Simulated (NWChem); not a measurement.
System: CHCl₂FOSi; SMILES O=C[Si](F)(Cl)Cl

NWChem printed, in part:

```
             Northwest Computational Chemistry Package (NWChem) 7.3.0
             --------------------------------------------------------

                             Geometry "geometry" -> ""
                             -------------------------

 Output coordinates in angstroms (scale by  1.889725989 to convert to a.u.)

  No.       Tag          Charge          X              Y              Z
 ---- ---------------- ---------- -------------- -------------- --------------
    1 O                    8.0000    -0.59746400     2.52609300    -0.28555400
    2 C                    6.0000     0.12771800     1.82654400     0.36809500
    3 Si                  14.0000    -0.01361100    -0.08796400     0.34206300
    4 F                    9.0000    -0.24526000    -0.60676700     1.85087700
    5 Cl                  17.0000    -1.56989100    -0.68221200    -0.81625200
    6 Cl                  17.0000     1.75458400    -0.86838000    -0.31589500
    7 H                    1.0000     0.93539100     2.26847800     1.01444700

 Effective nuclear repulsion energy (a.u.)     436.7179290283

  xc_inp: hfexch multiplicative factor not found.

                                 NWChem DFT Module
                                 -----------------

 Summary of "ao basis" -> "ao basis" (spherical)
 ------------------------------------------------------------------------------
       Tag                 Description            Shells   Functions and Types
 ---------------- ------------------------------  ------  ---------------------
 O                           6-31g*                  6       14   3s2p1d
 C                           6-31g*                  6       14   3s2p1d
 Si                          6-31g*                  8       18   4s3p1d
 F                           6-31g*                  6       14   3s2p1d
 Cl                          6-31g*                  8       18   4s3p1d
 H                           6-31g*                  2        2   2s

            General Information
            -------------------
          SCF calculation type: DFT
          Wavefunction type:  closed shell.
          No. of atoms     :     7
          No. of electrons :    72
           Alpha electrons :    36
            Beta electrons :    36
          Charge           :     0
          Spin multiplicity:     1
          Use of symmetry is: off; symmetry adaption is: off
          Maximum number of iterations: 150
          AO basis - number of functions:    98
                     number of shells:    44
          Convergence on energy requested:  1.00D-06
          Convergence on density requested:  1.00D-05
          Convergence on gradient requested:  5.00D-04

              XC Information
              --------------
                     Hartree-Fock (Exact) Exchange  1.000

      Superposition of Atomic Density Guess
      -------------------------------------

 Sum of atomic energies:       -1420.00364390

      Non-variational initial energy
      ------------------------------

 Total energy =   -1421.630031
 1-e energy   =   -2834.849280
 2-e energy   =     976.501320
 HOMO         =      -0.278148
 LUMO         =      -0.058039

     ---------------------------------------------
      Total Density - Mulliken Population Analysis
     ---------------------------------------------

    Atom       Charge   Shell Charges
 -----------   ------   -------------------------------------------------------
    1 O    8     8.75   2.00  0.96  3.06  0.92  1.79  0.02
    2 C    6     5.53   2.00  0.71  1.51  0.61  0.65  0.07
    3 Si  14    12.52   2.00  2.00  5.97  0.85  1.13  0.13  0.22  0.22
    4 F    9     9.60   2.00  0.95  3.47  1.00  2.18  0.01
    5 Cl  17    17.38   2.00  2.00  5.98  1.37  3.69  0.56  1.76  0.01
    6 Cl  17    17.38   2.00  2.00  5.98  1.37  3.69  0.57  1.76  0.01
    7 H    1     0.85   0.47  0.37

[...]

                     NWChem Electrostatic Potential Fit Module
                     -----------------------------------------

 Atom parameters

 Number of atoms is                                    7
 Number of basis functions is                         98

 Grid parameters

 Maximum number of grid points is                  35657
 Number of grid points is                          35656
 Grid range                                     0.300000 nm
 Grid spacing                                   0.020000 nm
 Probe radius                                   0.070000 nm
 Atom radius factor                             1.000000

 Atomic radii

    1    0.100000
    6    0.147000
    8    0.136000
    9    0.128000
   14    0.187000
   17    0.169000
 FASTESP  F
  using M.O. file = ./job.movecs

    Atom              Coordinates                           Charge

                                                  ESP

    1 O    -0.059746    0.252609   -0.028555   -0.428669
    2 C     0.012772    0.182654    0.036810    0.317176
    3 Si   -0.001361   -0.008796    0.034206    0.828004
    4 F    -0.024526   -0.060677    0.185088   -0.317208
    5 Cl   -0.156989   -0.068221   -0.081625   -0.197895
    6 Cl    0.175458   -0.086838   -0.031590   -0.234504
    7 H     0.093539    0.226848    0.101445    0.033096
                                            ------------
                                                0.000000

 Dipole moment                                  0.678024

 Quadrupole moment Qxx                          1.871326
                   Qyy                         -4.669063
                   Qzz                          2.797736

 RMS deviation kJ/mol                           0.073526

 RRMS %                                        26.066631
```

Level: Hartree-Fock/6-31G* (spherical d). The geometry was optimised at PBE0/def2-SVP.

Which NWChem input produces such a log?

Several could match; the one computed here: the input that was run:
```
start job
memory heap 200 mb stack 900 mb global 1100 mb
geometry units angstroms noautosym nocenter noautoz
  O     -0.597464     2.526093    -0.285554
  C      0.127718     1.826544     0.368095
  Si    -0.013611    -0.087964     0.342063
  F     -0.245260    -0.606767     1.850877
  Cl    -1.569891    -0.682212    -0.816252
  Cl     1.754584    -0.868380    -0.315895
  H      0.935391     2.268478     1.014447
end
basis spherical
  * library 6-31g*
end
dft
  xc hfexch
  iterations 150
  mulliken
end
task dft energy
esp
  recalculate
  probe 0.07
  range 0.3
  factor 1.0
  spacing 0.02
end
task esp
```
